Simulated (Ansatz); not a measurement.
`[CH3][Ga]([NH2])[NH2]` and `[NH2][GaH][NH2]` differ in one atom or group.

Ansatz, PBE0-D4/def2-TZVP geometries, multiplicity 1. Each molecule was computed in one conformer, which needn't be the lowest.

Scalar relativity is left out up to krypton.

```
                                        property  `[CH3][Ga]([NH2])[NH2]`
            HOMO–LUMO gap (PBE0/def2-TZVPP) / eV                     7.02
              HOMO energy (PBE0/def2-TZVPP) / eV                    -6.57
size of the dipole moment (B3LYP/def2-TZVPP) / D                     0.17
             HOMO–LUMO gap (PBE/def2-TZVPP) / eV                     4.79
           HOMO energy (ωB97M-V/def2-TZVPP) / eV                    -8.96
  size of the dipole moment (PBE/def2-TZVPP) / D                     0.23
```

(1) What does the change do to each property? (Estimate.)

Answers

(1) The calculation gave: 
```
                                        property  `[NH2][GaH][NH2]`  shift
            HOMO–LUMO gap (PBE0/def2-TZVPP) / eV               7.01  -0.01
              HOMO energy (PBE0/def2-TZVPP) / eV              -6.71  -0.14
size of the dipole moment (B3LYP/def2-TZVPP) / D               0.82   0.65
             HOMO–LUMO gap (PBE/def2-TZVPP) / eV               4.86   0.07
           HOMO energy (ωB97M-V/def2-TZVPP) / eV              -9.08  -0.12
  size of the dipole moment (PBE/def2-TZVPP) / D               0.91   0.68
```

Dipoles are sizes alone; their direction can turn.

B3LYP here is the variant with VWN-RPA as its local correlation; programs differ in this.
